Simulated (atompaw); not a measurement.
Cutoff test, cerium, PAW (atompaw)

- Element: Ce
- Generator: atompaw 4.2.0.5
- Type: PAW
- Functional: LDA (PW92)
- Relativity: scalar-relativistic
- Frozen core: [Xe] 4f1
- Valence charge: 3
- Reference configuration: 5d1.5 6s1.5 6p0
- Partial waves: 6s (bound): rc 3.00 bohr; 6s channel at 3.2 Ry: rc 3.00 bohr; 6p (bound, empty): rc 3.00 bohr; 6p channel at 0.25 Ry: rc 3.00 bohr; 5d (bound): rc 3.00 bohr; 5d channel at 0.25 Ry: rc 2.95 bohr
- Local potential: bessel scheme, radius 2.75 bohr
- Core correction: smooth core density matched at 1.90 bohr
- Augmentation charge: besselshape compensation charge, radius 2.90 bohr; PAW radius 3.00 bohr; waves and projectors: modrrkj vanderbiltortho

The pseudo-atom Hamiltonian at the reference potential is diagonalised in spherical Bessel functions j_l(qr) that vanish at 20 bohr, with q² up to the cutoff. All-electron valence levels (Ry): 6s -0.2656, 6p -0.0931, 5d -0.1973.

Question: How do the lowest levels (Ry) of each channel move with the cutoff, and are there ghosts?

Answer:

| cutoff (Ry) | s #1 | s #2 | p #1 | p #2 | d #1 | f #1 | f #2 | Σ f·Δε (mRy) |
| --- | --- | --- | --- | --- | --- | --- | --- | --- |
| 8 | -2.5041 | -0.2654 | -0.9957 | -0.0928 | -0.1963 | 0.0921 | 0.1970 | 1.7 |
| 10 | -2.5189 | -0.2656 | -1.4765 | -0.0929 | -0.1971 | 0.0921 | 0.1970 | 0.3 |
| 12 | -2.5228 | -0.2656 | -1.6616 | -0.0930 | -0.1972 | 0.0921 | 0.1970 | 0.1 |
| 15 | -2.5314 | -0.2656 | -1.6765 | -0.0930 | -0.1972 | 0.0921 | 0.1970 | 0.1 |
| 400 | -2.5370 | -0.2656 | -1.7246 | -0.0930 | -0.1973 | 0.0921 | 0.1970 | 0.0 |

Result: ghost states, extra bound levels that the all-electron valence spectrum of the same l lacks: s at -34.5 eV, p at -23.5 eV (a true bound ghost makes a file unfit for plane-wave use); 10 mRy is reached at 8 Ry and 1 mRy at 10 Ry.
